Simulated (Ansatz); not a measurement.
CH4Ga−: where a starting geometry ends

The starting geometry of this gas-phase singlet was optimised with GFN2-xTB.

```xyz
6

C    -0.3704    0.4653   -0.7285
Ga   -0.8675   -1.7006   -0.8284
H     0.3684   -2.4643    0.7992
H     0.6791    0.6806   -0.9988
H    -0.9801    1.1152   -1.3894
H    -0.5001    0.8789    0.2867
```

Q: Predict what becomes of its bonds when it is optimised with PBE0-D3(BJ)/def2-SVPD.

A: A new bond forms, giving a structure given below by its coordinates. Contacts that close: Ga2–H3 (2.18 → 1.71 Å).

The energy falls by 0.50 eV over 9 steps:

```
step  E − E(last) (eV)
   1             0.500
   2             0.164
   3             0.029
   4             0.015
   5             0.001
   6             0.001
   7             0.000
   8             0.000
   9             0.000
```

Final geometry (Å):

```yaml
atoms:
  - { symbol: C, position_ang: [-0.3644, 0.3836, -0.6815] }
  - { symbol: Ga, position_ang: [-0.8427, -1.6644, -0.7102] }
  - { symbol: H, position_ang: [0.3011, -2.0585, 0.5045] }
  - { symbol: H, position_ang: [0.7094, 0.5275, -0.9126] }
  - { symbol: H, position_ang: [-0.9519, 0.9890, -1.3932] }
  - { symbol: H, position_ang: [-0.5221, 0.7978, 0.3337] }
```

Frequencies at the end are all real (lowest 156 cm⁻¹). Run with Ansatz 0.2.0, 12 s on 2 threads of Arm Neoverse V1, on a shared host.
